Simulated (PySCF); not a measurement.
**Solvent effects on NMR parameters**

Bonds (- single, = double, # triple, : aromatic): F1-C2, C2-F3, C2-F4, C2-C5, C5-Cl6, C5-C7, C7-Cl8, C7-Cl9. C5 carries H10; C7 carries H11. Stereochemistry as in FC(F)(F)[C@@H](Cl)C(Cl)Cl.

GIAO PBE0/pcSseg-1 in PySCF on one PBE0-D3(BJ)/def2-SVP conformer, non-relativistic, equivalent nuclei averaged. Solvents enter as an IEF-PCM continuum (chloroform with ε = 4.7, acetonitrile with ε = 35.7) around the gas-phase geometry. Shifts are referred to CFCl3, TMS computed in the same medium.

In chloroform, δ in ppm: F1/F3/F4 -83.1, C2 128.0, C7 82.3, C5 70.4, H11 6.28, H10 4.40. Dipole moment 2.28 D.

Question: How does each δ change in the more polar medium?

Answer: 
| atoms | environment | Δδ, acetonitrile |
| --- | --- | --- |
| F1/F3/F4 | fluorine of a CF3 group | +0.5 |
| C2 | CF3 carbon | +0.4 |
| C7 | sp3 CH bonded to 2 Cl | +0.5 |
| C5 | sp3 CH bonded to Cl | +0.2 |
| H11 | hydrogen on an sp3 CH bonded to 2 Cl | +0.13 |
| H10 | hydrogen on an sp3 CH bonded to Cl | +0.18 |

Changes are relative to chloroform. The dipole moment becomes 2.56 D in acetonitrile.

Question: Which nuclei move most (in ppm), and what does the model miss?

Answer: F1/F3/F4 (fluorine of a CF3 group, +0.5 ppm) and C7 (sp3 CH bonded to 2 Cl, +0.5 ppm) in acetonitrile. A continuum only polarises the solute; specific hydrogen bonds, the anisotropy of aromatic solvents and changes of geometry or conformer are outside it.
